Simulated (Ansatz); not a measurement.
Li₃Cl₃⁺, relaxed as a doublet with UKS PBE0-D4/def2-SVP in Ansatz, starting from the GFN2-xTB geometry. Force threshold 0.02 eV/Å.

Another isomer (doublet) lies 0.61 eV lower at PBE0-D4/def2-TZVP; other spin states weren't run for this one.

Start:

```
atom   x (Å)   y (Å)   z (Å)
 Li1  -1.810  -1.198   0.090
 Li2   0.649   2.057   0.828
 Li3   2.021  -0.094  -0.887
 Cl4  -0.065   0.047   0.028
 Cl5  -3.393  -2.630   0.013
 Cl6   2.597   1.818  -0.072
```

Question: Estimate the energy that the relaxation releases and the steps that it takes.

Answer: 0.16 eV, in 9 steps; 50 s on 4 threads of Arm Neoverse V1 on a shared host. The force fell under the threshold at step 8, but the optimiser went on. No frequencies were taken in this run, so the end may be a saddle point.

Question: Does the start keep its bonding?

Answer: By distances, no bond broke or formed. The bond that changes most is Li1–Cl5, from 2.14 to 2.36 Å (atoms count from 1).

Question: Predict the relaxed structure.

Answer: 
```xyz
6

Li   -1.942   -1.186    0.114
Li    0.795    2.065    0.778
Li    2.065    0.023   -0.837
Cl   -0.109    0.017    0.056
Cl   -3.596   -2.862   -0.014
Cl    2.788    1.942   -0.097
```
Bond lengths (bridged metal pairs left out): 6 × Cl–Li 2.18 to 2.36 Å.
